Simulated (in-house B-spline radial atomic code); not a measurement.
PBE hybrid excitations of the gallium ion Ga⁺

Method: PBE hybrid with 0.2 exact exchange. Computed with a B-spline radial code for spherical atoms: linear response of the closed shell [Ar] 3d10 4s2 with the functional's adiabatic kernel; scalar-relativistic (spin-free one-electron X2C), finite nucleus, no spin-orbit coupling, no double excitations, S, P, D and F terms only; shells from n = 2 respond. Only terms of natural parity with L up to 3 were computed.

Command:
```bash
python run_td.py task.json out
```
Settings (radii: box in bohr, nucleus in fm):
```
Z                        31
electrons                30
configuration            [Ar] 3d10 4s2
hamiltonian              x2c
method                   pbeh
box_radius               41.61
exact_exchange_fraction  0.2
rms_radius               3.9973
intervals                75
```

Run time, properties included: 2.6 s on 1 thread of Arm Neoverse N1, on a shared host.

The lowest states, in the order of their Tamm-Dancoff energies; the method's threshold (minus the highest occupied level) is 17.038 eV. Labels give the largest channel, * marks a mixed state, and oscillator strengths are full-response dipole values. Measured ¹D terms are left out, since they can mix with doubly excited terms. Semilocal kernels can invert the small singlet-triplet splittings of Rydberg terms. Energies in eV:

```
     state  full response  Tamm-Dancoff  oscillator strength  measured (J-weighted term)
4s → 4p 3P          5.766         5.940                    -                       5.987
4s → 4p 1P          8.687         9.034                 1.62                       8.766
4s → 5s 3S              ?             ?                    -                           ?
4s → 5s 1S              ?             ?                    -                           ?
4s → 4d 3D         13.420        13.433                    -                      14.116
4s → 4d 1D         13.679        13.684                    -                           -
4s → 5p 3P         13.799        13.809                    -                      14.708
4s → 5p 1P         14.072        14.114              0.00853                           -
4s → 6s 3S         15.026        15.027                    -                           -
4s → 6s 1S         15.122        15.127                    -                           -
4s → 5d 3D         15.463        15.465                    -                           -
```

(1) Where does 4s → 5s 3S lie?

(2) Where does 4s → 5s 1S lie?

(3) How large is the singlet-triplet splitting of 4s → 4p (P terms) in Tamm-Dancoff?

(4) What polarisabilities and dispersion coefficient does the method give?

Results:

(1) At 12.183 eV in full response, 12.189 eV in Tamm-Dancoff; measured 12.764 eV.

(2) At 12.658 eV in full response, 12.678 eV in Tamm-Dancoff; measured 13.224 eV.

(3) 3.09 eV, from the unrounded values.

(4) Dipole 18.14 bohr³, quadrupole 79.41 bohr⁵, C6 92.92 hartree·bohr⁶ for two such species.
